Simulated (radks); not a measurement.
Polarisability of the chlorine ion Cl2+, [Ne] 3s2 3p3, at imaginary frequency. Calculated with a radial shooting solver on a logarithmic mesh with Libxc functionals: scalar-relativistic Kohn-Sham, LDA (Slater exchange, VWN5 correlation), spin-polarised, spherical densities, finite nucleus; open shells are filled with parallel spins first; Fermi nuclear charge, rms radius 3.3654 fm. Response by self-consistent Sternheimer equations with the Hartree and adiabatic LDA kernel, the relativistic mass of each level held fixed and spin-orbit coupling left out.

w (hartree)  alpha1(iw) (bohr^3)
0.00266                    5.833
0.0143                     5.831
0.0360                     5.820
0.0697                     5.785
0.118                      5.699
0.186                      5.514
0.280                      5.163
0.413                      4.566
0.605                      3.689
0.892                      2.621
1.35                       1.592
2.12                      0.8191
3.59                      0.3578
6.94                      0.1298
17.5                     0.03102

Static values: alpha1 = 5.833 bohr^3 (0.8643 angstrom^3; uncoupled 9.542). C6 = 20.73, triple-dipole C9 = 88.88 atomic units. One-pole (London) frequency 4 C6 / (3 alpha1^2) = 0.812 hartree, against 1.214 for minus the highest occupied eigenvalue.
